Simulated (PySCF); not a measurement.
dihydroxy(hydroxysilyl)silane (H6O3Si2), SMILES O[SiH2][SiH](O)O. Atoms are numbered in the order given.

```xyz
11

O      1.0891     1.6290     0.5656
Si     1.3544     0.3193    -0.4721
Si    -0.5892    -0.8489     0.0508
O     -1.0558    -0.1206     1.4737
O     -1.6451    -0.6016    -1.2168
H      1.7345     2.3430     0.5777
H      1.4788     0.7696    -1.8913
H      2.6252    -0.3889    -0.1198
H     -0.4810    -2.3071     0.3298
H     -0.6642     0.7605     1.5697
H     -2.5114    -1.0174    -1.1478
```

Geometry optimised at ωB97X-D3(BJ)/def2-SVP. Other conformers were not sampled.

All values below come from PySCF with PBE/pcSseg-1.

GIAO shieldings, no solvent; atoms listed in one row are averaged. δ = σ(ref) − σ: ¹⁷O against H2O (σ = 334.3 ppm); ²⁹Si against TMS (σ = 335.4 ppm); ¹H against TMS (σ = 31.49 ppm), references at their B3LYP-D3(BJ)/def2-TZVP geometries, non-relativistic.

Computed chemical shifts:
| nucleus | atoms | count | δ (ppm) |
|---|---|---|---|
| ¹⁷O | O4 | 1 | 86.5 |
| ¹⁷O | O5 | 1 | 84.2 |
| ¹⁷O | O1 | 1 | -6.3 |
| ²⁹Si | Si3 | 1 | -12.2 |
| ²⁹Si | Si2 | 1 | -26.8 |
| ¹H | H9 | 1 | 5.75 |
| ¹H | H7 | 1 | 5.58 |
| ¹H | H8 | 1 | 5.47 |
| ¹H | H10 | 1 | 4.54 |
| ¹H | H11 | 1 | 2.52 |
| ¹H | H6 | 1 | 0.41 |
